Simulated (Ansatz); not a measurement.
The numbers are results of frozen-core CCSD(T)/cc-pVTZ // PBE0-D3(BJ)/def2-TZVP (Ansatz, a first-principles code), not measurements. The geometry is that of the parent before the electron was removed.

Ansatz 0.2 input:
```yaml
crystal:
  periodic: [false, false, false]
  atoms:
    - { symbol: N, position_ang: [-1.266059, -0.071689, 0.000735] }
    - { symbol: B, position_ang: [0.005433, 0.467948, -0.042931] }
    - { symbol: B, position_ang: [1.307735, 1.271833, -0.110806] }
    - { symbol: C, position_ang: [1.56387, -0.052127, 0.012038] }
    - { symbol: H, position_ang: [-2.090106, 0.500614, -0.055643] }
    - { symbol: H, position_ang: [-1.450433, -1.055675, 0.090209] }
    - { symbol: H, position_ang: [1.92956, -1.060906, 0.106399] }
basis:
  gaussian: { orbitals: cc-pVTZ }
correlation:
  method: ccsd_t
total_charge: 1
magnetization:
  spin_polarized: true
  initial_magnetization: 1
```

Output:

```
Functional definition: HF
932 factors; integrals over basis functions are off by at most 1.1e-3 eV
mean field evaluation 1: about -3886.2790 eV, gradient 3.8e1 eV
mean field evaluation 2: about -3886.2825 eV, gradient 3.8e1 eV
mean field evaluation 4: about -3892.8716 eV, gradient 3.6e0 eV
mean field evaluation 8: about -3893.0901 eV, gradient 3.7e-1 eV
mean field evaluation 16: about -3893.1085 eV, gradient 1.8e-6 eV
mean field evaluation 32: about -3893.1083 eV, gradient 3.7e-2 eV
mean field evaluation 64: about -3893.1085 eV, gradient 1.6e-6 eV
mean field evaluation 96: about -3892.8694 eV, gradient 1.8e0 eV
mean field evaluation 128: about -3893.8037 eV, gradient 2.4e-1 eV
mean field evaluation 160: about -3893.1061 eV, gradient 1.1e-1 eV
mean field evaluation 192: about -3891.6161 eV, gradient 1.5e-1 eV
mean field evaluation 224: about -3890.5873 eV, gradient 2.7e0 eV
mean field evaluation 256: about -3891.2704 eV, gradient 1.6e0 eV
mean field evaluation 288: about -3893.7591 eV, gradient 9.5e-2 eV
mean field evaluation 320: about -3890.1074 eV, gradient 2.1e-2 eV
mean field evaluation 352: about -3891.6186 eV, gradient 4.0e-4 eV
mean field evaluation 384: about -3890.2990 eV, gradient 1.0e0 eV
mean field evaluation 416: about -3890.4828 eV, gradient 5.5e-1 eV
mean field evaluation 448: about -3887.4287 eV, gradient 1.7e1 eV
mean field evaluation 480: about -3890.4971 eV, gradient 4.6e-4 eV
mean field -3893.80900989 eV, -143.0948417949 hartree, gradient 2.0e-6 eV, S^2 1.026579; 20 other end points of the search recorded, 0 dependent functions left out
determinant -3893.80900989 eV, -143.0948417949 hartree, with singles and doubles -3908.43907186 eV, -143.6324866558 hartree
determinant -3893.77587186 eV, -143.0936239948 hartree, with singles and doubles -3908.44656155 eV, -143.6327618967 hartree
determinant -3893.10853298 eV, -143.0690997432 hartree, with singles and doubles -3907.88324256 eV, -143.6120603055 hartree
determinant -3891.61861658 eV, -143.0143463254 hartree, with singles and doubles -3905.38513944 eV, -143.5202567094 hartree
determinant -3890.49705533 eV, -142.9731297099 hartree, with singles and doubles -3904.03112903 eV, -143.4704977446 hartree
determinant -3890.34678569 eV, -142.9676074022 hartree, with singles and doubles -3903.92642514 eV, -143.4666499476 hartree
determinant -3893.80900989 eV, -143.0948417949 hartree, with singles and doubles -3908.30379735 eV, -143.6275154090 hartree
determinant -3893.77587186 eV, -143.0936239948 hartree, with singles and doubles -3908.30571875 eV, -143.6275860195 hartree
determinant -3893.75716127 eV, -143.0929363934 hartree, with singles and doubles -3908.48521904 eV, -143.6341825334 hartree
4 core orbitals not correlated
reference -3893.80900989 eV, -143.0948417949 hartree; 9, 8 occupied and 149, 150 virtual orbitals, 932 factors
second order -13.36894149 eV of doubles, -0.00000000 eV of singles
cycle   1  -14.49478373 eV  change    3.7e-6 eV  update   2.9e-6
perturbative correction -0.74472503 eV, -0.0273681399 hartree
Total energy: -3909.04851865 eV, -143.6548834120 hartree
```

Cost: about 9 core-minutes (a rough figure).
